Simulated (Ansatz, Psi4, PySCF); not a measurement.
lithium atom (Li), doublet. Base run: PBE/cc-pVTZ (PySCF).

Input for PySCF:
```python
from pyscf import gto, scf, dft

mol = gto.Mole()
mol.atom = '''
    Li    0.000000    0.000000    0.000000
'''
mol.basis = 'cc-pvtz'
mol.charge = 0
mol.spin = 1
mol.verbose = 4
mol.build()

mf = dft.UKS(mol)
mf.xc = 'pbe'
mf.kernel()
```

The same geometry, method and basis name were run in Ansatz (a first-principles code) and Psi4 and PySCF, at each program's defaults and at the settings that a row names. The base is PySCF at its defaults. Differences at the defaults can come from grids, fitting, cores and function types together.

```tsv
code and settings	ΔE vs base (mEh)	basis functions	E (Eh)	SCF cycles
PySCF, defaults (exact integrals, its default grid, spherical functions)	0.000	30	-7.46095	5
Psi4, defaults (density fitting with its default set, its default grid, spherical functions)	-0.003	30	-7.46095	5
Ansatz, defaults (factorised integrals, its default grid, spherical functions)	0.000	30	-7.46095	-
PySCF, density fitting with def2-universal-jkfit	-0.003	30	-7.46095	5
PySCF, fine grid	0.000	30	-7.46095	5
Psi4, exact integrals, spherical functions, fine grid	0.000	30	-7.46095	7
Ansatz, high accuracy	0.000	30	-7.46095	-
```

Open shells are given as the SCF converged; they aren't shown to be the lowest states, and a large step between rows can be another state.
